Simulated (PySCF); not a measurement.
CH6BeOSSi, SMILES C[S][Be][O][SiH3]. Heavy atoms are numbered as in [Be:1]([S:2][CH3:3])[O:7][SiH3:8]. Hydrogens are named by the atom that carries them.

Geometry optimised at PBE-D3(BJ)/def2-SVP. The structure was generated by enumeration; whether it is a known compound was not checked. One conformer was computed; it need not be the lowest.

The numbers are results of PySCF with KT2/pcSseg-1, not measurements.

GIAO shieldings, no solvent; atoms alike by connectivity are averaged. δ = σ(ref) − σ: ³³S against H2S (σ = 723.0 ppm); ¹³C against TMS (σ = 185.1 ppm); ¹H against TMS (σ = 31.47 ppm); ¹⁷O against H2O (σ = 330.4 ppm); ²⁹Si against TMS (σ = 361.9 ppm), references at their B3LYP-D3(BJ)/def2-TZVP geometries, non-relativistic.

| nucleus | atoms | count | δ (ppm) |
|---|---|---|---|
| ³³S | S2 | 1 | -0.3 |
| ¹³C | C3 (CH3) | 1 | 14.1 |
| ¹H | H on Si8 | 3 | 5.72 |
| ¹H | H on C3 | 3 | 2.53 |
| ¹⁷O | O7 | 1 | 49.5 |
| ²⁹Si | Si8 (SiH3) | 1 | -34.0 |
